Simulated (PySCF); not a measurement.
Computed vibrations of [Lu(H2O)3]3+

[Lu(H2O)3]3+ (singlet in the valence; each metal's 4f electrons, 14 of them, lie in its core potential, out of spins and levels). PySCF 2.14.0, RKS PBE0, Lu lcecp-1-SVP with ECP60, O def2-SVP, H def2-SVP; non-relativistic Hamiltonian with scalar-relativistic core potentials where named; density fitting; no spin-orbit coupling. Central differences of gradients.

```xyz
10

Lu    0.0000    0.0000    0.0000
O     2.1980    0.0000    0.0000
H     2.8159    0.0000    0.7725
H     2.8159    0.0000   -0.7725
O    -1.0990    1.9035    0.0000
H    -1.4080    2.4387    0.7725
H    -1.4080    2.4387   -0.7725
O    -1.0990   -1.9035    0.0000
H    -1.4080   -2.4387    0.7725
H    -1.4080   -2.4387   -0.7725
```

Run from Python with OMP_NUM_THREADS=2. Where DIIS fails, smearing, a level shift and second-order steps follow.
It took 49 s on 2 threads of AMD EPYC 7R43 64-Core Processor (Zen 3), on a shared host.

**Question.** What are the harmonic wavenumbers and infrared intensities?

**Answer.** Modes are labelled in D3h; negative numbers are unstable modes, those under 60 cm⁻¹ near the noise; a finer grid moves soft modes by up to 10 cm⁻¹.
```
cm⁻¹  km/mol  symmetry
-207       –      a1''
-178       –       e''
-178       –       e''
 -47       –      a2''
  59     6.9        e'
  59     6.9        e'
 424     0.0       a1'
 428    21.1        e'
 428    21.1        e'
 644     0.0       e''
 644     0.0       e''
 650     0.0       a2'
 665   281.9      a2''
 680   581.3        e'
 680   581.3        e'
1673   232.3        e'
1673   232.3        e'
1678     0.0       a1'
3554   859.2        e'
3554   859.2        e'
3575     0.0       a1'
3584     0.0       e''
3584     0.0       e''
3587  1407.6      a2''
```

**Question.** Is this a minimum?

**Answer.** No: 4 unstable; the lowest moves the atoms so:
```
Lu   0.00  0.00  0.00
O    0.00  0.00  0.00
H    0.00  0.41  0.00
H    0.00 -0.41  0.00
O    0.00  0.00  0.00
H   -0.35 -0.20  0.00
H    0.35  0.20  0.00
O    0.00  0.00  0.00
H    0.35 -0.20  0.00
H   -0.35  0.20  0.00
```

An lcecp potential fixes the number of 4f electrons, so in runs with it no electron can move into or out of that shell.
